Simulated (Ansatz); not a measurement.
Abridged output of a molecular run in Ansatz:

```
Functional definition: HF
1720 factors; integrals over basis functions are off by at most 1.5e-3 eV
mean field evaluation 1: about -22746.1668 eV, gradient 4.0e1 eV
mean field evaluation 2: about -22746.1757 eV, gradient 4.0e1 eV
mean field evaluation 4: about -22750.7177 eV, gradient 3.6e0 eV
mean field evaluation 8: about -22750.7696 eV, gradient 2.3e-4 eV
mean field -22750.76956468 eV, -836.0753604766 hartree, gradient 1.4e-6 eV, S^2 0.000000; 0 other end points of the search recorded, 0 dependent functions left out
15 core orbitals not correlated: weight in the atoms' cores, before any rotation towards them, 1.000 or more for the frozen orbitals, at most 0.000 for the correlated occupied ones
reference -22750.76956468 eV, -836.0753604766 hartree; 21, 21 occupied and 135, 135 virtual orbitals, 1720 factors
second order -25.07802160 eV of doubles, -0.00000000 eV of singles
cycle   1  -26.76670238 eV  change    -1.7e0 eV  update   1.0e-1
cycle   2  -27.46827478 eV  change   -7.0e-1 eV  update   3.1e-2
cycle   3  -27.57073599 eV  change   -1.0e-1 eV  update   1.2e-2
cycle   4  -27.57055602 eV  change    1.8e-4 eV  update   3.5e-3
cycle   5  -27.57048373 eV  change    7.2e-5 eV  update   1.4e-3
cycle   6  -27.57005359 eV  change    4.3e-4 eV  update   5.1e-4
cycle   7  -27.56993142 eV  change    1.2e-4 eV  update   1.8e-4
cycle   8  -27.56994240 eV  change   -1.1e-5 eV  update   5.9e-5
cycle   9  -27.56992253 eV  change    2.0e-5 eV  update   1.8e-5
perturbative correction -0.84045978 eV, -0.0308863273 hartree
Total energy: -22779.17994700 eV, -837.1194227694 hartree
```

Its atoms:

Z-matrix (Å, degrees):
```
C
C 1 1.518
H 1 1.094 2 110.1
H 1 1.093 2 110.7 3 -119.4
H 1 1.091 2 111.4 3 120.4
S 2 1.842 1 108.4 3 -179.7
C 2 1.517 1 112.0 3 58.0
H 2 1.092 1 109.0 3 -63.1
Al 6 2.182 2 103.5 1 145.7
H 7 1.093 2 110.6 1 62.3
H 7 1.095 2 110.3 1 -57.4
H 7 1.092 2 111.5 1 -177.7
C 9 1.955 6 119.3 2 -2.0
C 9 1.949 6 116.6 2 178.9
H 13 1.095 9 111.1 6 -69.2
H 13 1.093 9 111.4 6 171.2
H 13 1.094 9 112.3 6 50.2
H 14 1.095 9 110.8 6 -119.4
H 14 1.092 9 112.4 6 1.3
H 14 1.095 9 111.0 6 122.3
```

Q: Which basis set was used?
A. def2-SVPD
B. def2-QZVPP
C. def2-SVP
D. def2-TZVPP

A: C. It gives 171 functions.

Q: Write the keys of the input that set method, charge and spin (a neutral closed shell needs none for the last two).

A: 
```yaml
correlation: {method: ccsd_t}
```
